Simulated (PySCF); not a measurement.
SMILES CS[SiH2]C=O (C₂H₆OSSi) at its GFN2-xTB optimised geometry (Å):

```
11

C      2.2436    -0.9787     0.0302
S      0.4285    -1.1026     0.0130
Si    -0.0805     0.9719     0.0000
C     -1.9925     0.9719     0.0000
O     -2.6287     1.9924     0.0000
H      2.5633    -0.4524     0.9233
H      2.6287    -1.9924     0.0373
H      2.5810    -0.4582    -0.8597
H      0.4382     1.6124    -1.2054
H      0.4384     1.6262     1.1977
H     -2.5181    -0.0055    -0.0008
```

Method: CAM-B3LYP/def2-TZVP (PySCF). Cells within 0.4 Å of a nucleus heavier than hydrogen are left out (blank, or x).

Map of the electron localisation function on the plane z = 0.0 Å:

```
|0000000000000000000000000000000|
|0000000000000000000000000000000|
|0000000000000000000000000000000|
|0000000000000000000000000000000|
|0000001122100000000000000000000|
|0000023555300000000000000000000|
|0001256787510000000000000000000|
|0013578898600000000000000000000|
|0025788x98500011211000000000000|
|003689xxx7311112332100000000000|
|0036788x77446200132100000000000|
|001356677x49915x112100000000000|
|00000124xxx990xx601100000000000|
|000000376x4990xx212000000000000|
|0000059999676200264101221000000|
|0000499999521368985223553100000|
|0001799999300378875555665210000|
|000179999800046210587xx55210000|
|0000389982002551xx298xx14210000|
|0000025410003770xx3872x77410000|
|0000000000014787226557999841000|
|0000000000015789875228999982000|
|0000000000014688873018999983000|
|0000000000002466641006999982000|
|0000000000000233310002899840000|
|0000000000000001000000366200000|
|0000000000000000000000000000000|
|0000000000000000000000000000000|
|0000000000000000000000000000000|
|0000000000000000000000000000000|
|0000000000000000000000000000000|
```
Scale: ten equal steps from 0.000 (start of '0') to 1.000 (end of '9'), in the order '0123456789'; x runs from -5.00 to 5.00, y from -5.00 (bottom) to 5.00 (top).
